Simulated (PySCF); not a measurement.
H₃N. Atoms are numbered in the order given.

```xyz
4

N      0.0000     0.0000     0.1117
H      0.8165    -0.4714    -0.2605
H     -0.8165    -0.4714    -0.2605
H      0.0000     0.9428    -0.2605
```

The structure is a stationary point at B3LYP-D3(BJ)/def2-TZVP.

The numbers are results of KT2/pcSseg-2 in PySCF, not measurements.

GIAO shieldings, no solvent; atoms alike by connectivity are averaged. δ = σ(ref) − σ: ¹H against TMS (σ = 31.47 ppm), references at their B3LYP-D3(BJ)/def2-TZVP geometries, non-relativistic.

**Question.** Estimate the chemical shifts. (An estimate is asked for; the answer gives what the named calculation found.)

**Answer.** 
```csv
nucleus,atoms,count,δ (ppm)
¹H,"H2, H3, H4",3,-0.21
```
